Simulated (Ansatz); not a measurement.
`BO[SiH2]F` + `C#CS` → `BSC#C` + `O[SiH2]F` at 500 K and 1 bar (ligand exchange at a B–O bond).

Calculated with Ansatz (gas phase, PBE0-D4/def2-TZVP geometries, no zero-point term in ΔE). CBS: MP2 limit from def2 TZ/QZ plus the TZ coupled-cluster correction, frozen cores. This one scheme is used for every species. Each species was taken in one conformer, which may not be the lowest.

```json
{"species": "`BO[SiH2]F`", "CCSD(T)/CBS energy (Eh)": "-491.38453", "H − E (kJ/mol)": "158.6", "S (J/(mol·K))": "364.5"}
{"species": "`C#CS`", "CCSD(T)/CBS energy (Eh)": "-475.00020", "H − E (kJ/mol)": "98.3", "S (J/(mol·K))": "297.2"}
{"species": "`BSC#C`", "CCSD(T)/CBS energy (Eh)": "-500.39539", "H − E (kJ/mol)": "142.5", "S (J/(mol·K))": "328.7"}
{"species": "`O[SiH2]F`", "CCSD(T)/CBS energy (Eh)": "-465.96250", "H − E (kJ/mol)": "118.8", "S (J/(mol·K))": "315.1"}
```

H − E and S are ideal-gas, rigid-rotor, harmonic terms from PBE0-D4/def2-TZVP, for one conformer and one mirror image of each species. 1 Eh = 2625.50 kJ/mol, R = 8.31446 J/(mol·K).

Task: By hand: ΔE, ΔH, ΔS and ΔG.

Result: ΔE = (-500.39539) + (-465.96250) − (-491.38453) − (-475.00020) = 0.02684 Eh = 70.5 kJ/mol. Δ(H − E) = 142.5 + 118.8 − 158.6 − 98.3 = 4.4, so ΔH = 74.9 kJ/mol. ΔS = 328.7 + 315.1 − 364.5 − 297.2 = -17.9 J/(mol·K). ΔG = 74.9 − 500 × (-17.9)/1000 = 83.9 kJ/mol.

Task: By hand: the equilibrium constant, and the temperature at which ΔG would vanish if ΔH and ΔS stayed fixed.

Result: log₁₀ K = −ΔG/(RT ln 10) = -8.8. ΔH and −TΔS have one sign here, so there is no such temperature.

ΔH outweighs TΔS. A doubt of 5 kJ/mol in ΔE shifts log₁₀ K by 0.5 here. Other conformers and mirror images would add mixing entropy, several J/(mol·K) or more a flexible species. Modes under 60 cm⁻¹, often nearly free rotors, make the harmonic entropy too high. These are equilibria of isolated gas molecules and say nothing of rates. Largest T1 diagnostic: 0.014 (customary marks: 0.02 for closed shells, 0.045 for open ones).
